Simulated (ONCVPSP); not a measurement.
antimony: excitation energies, all-electron against ONCV

* Element: antimony
* Generator: ONCVPSP 4.0.1
* Type: optimised norm-conserving Vanderbilt (ONCV)
* Functional: PBE
* Relativity: scalar-relativistic
* Frozen core: [Kr] 4d10
* Valence charge: 5
* Reference configuration: 5s1 5p4
* Partial waves: 5s: rc 2.00 bohr, ncon 4, nbas 7, qcut 3.4 1/bohr, 2 projectors, debl 1.2 Ha; 5p: rc 2.55 bohr, ncon 3, nbas 7, qcut 3 1/bohr, 2 projectors, debl 0.5 Ha; d scattering state at 0.02 Ha: rc 2.55 bohr, ncon 3, nbas 8, qcut 3.7 1/bohr, 3 projectors, debl 2.2 Ha
* Local potential: polynomial inside 1.30 bohr (lpopt 5, dvloc0 4 Ha)
* Core correction: Teter function, fcfact 1.5, rcfact 1.1

Energies are relative to the spin-unpolarised reference configuration 5s1 5p4; without spin polarisation the order of configurations can differ from experiment.

```csv
valence configuration,charge,ΔE all-electron (eV),error AE − PS (meV)
5s2 5p3,0,-8.112,+16
5s2 5p2,+1,0.205,+12
5s1 5p3,+1,8.938,-8.0
```

Q: What are ΔE and the potential's error for 5s2 5p1?

A: ΔE = 16.174 eV all-electron; the error (AE − PS) is -20 meV.

Levels in the configuration 5s2 5p3:

```
level  all-electron (eV)  pseudo (eV)
   5s            -12.831      -12.855
   5p             -4.828       -4.824
```

Note: ghosts flagged at negative energy: s at -1.22 eV; GHOST(+) flagged for d at 162.9 eV. A true bound ghost makes a file unfit for plane-wave use.
